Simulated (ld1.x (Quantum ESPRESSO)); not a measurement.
# Transferability test, TM potential for tellurium (Te)

```json
{"Element": "tellurium", "Generator": "ld1.x (Quantum ESPRESSO) 7.5", "Type": "norm-conserving Troullier–Martins (Kleinman–Bylander form)", "Functional": "PBEsol", "Relativity": "scalar-relativistic", "Frozen core": "[Kr] 4d10", "Valence charge": "6", "Reference configuration": "5s2 5p4", "Partial waves": "5p (bound): rc 1.55 bohr; 5s (bound): rc 1.70 bohr", "Local potential": "the s channel", "Core correction": "none"}
```

Energies are relative to the spin-unpolarised reference configuration 5s2 5p4; without spin polarisation the order of configurations can differ from experiment. The frozen-core shift is the all-electron ΔE with the core orbitals held at their reference shape minus the fully relaxed ΔE.

(1) Give the all-electron excitation energy and the error of the potential for: 5s2 5p3; 5s2 5p2; 5s2 5p1; 5s1 5p4; 5s1 5p5; 5s2 5p3.5; 5s2 5p4.3.

Levels in the configuration 5s2 5p3.5:

```csv
level,all-electron (eV),pseudo (eV)
5s,-19.191,-19.194
5p,-9.712,-9.714
```

Note: ghost state, extra bound levels that the all-electron valence spectrum of the same l lacks: p at -279.4 eV. A true bound ghost makes a file unfit for plane-wave use.

## Answers

(1)

| valence configuration | charge | ΔE all-electron (eV) | error AE − PS (meV) | frozen-core shift (meV) |
| --- | --- | --- | --- | --- |
| 5s2 5p3 | +1 | 9.753 | -4.4 | +6.5 |
| 5s2 5p2 | +2 | 27.722 | -21 | +40 |
| 5s2 5p1 | +3 | 54.678 | -58 | +142 |
| 5s1 5p4 | +1 | 19.626 | +17 | +27 |
| 5s1 5p5 | 0 | 9.285 | +19 | +8.7 |
| 5s2 5p3.5 | +0.5 | 3.907 | -1.3 | +1.5 |
| 5s2 5p4.3 | -0.3 | -1.472 | +0.2 | -0.1 |

ld1.x printed “convergence not achieved” for 7 of the counted tests; their residual had stalled under 1e-8, short of the target of 1e-14. A variational frozen-core shift is positive and of second order in the change. This column holds negative values, so the frozen-core run of ld1.x carries numerical noise or an error of first order here, and the column gives no more than the rough size of the effect.
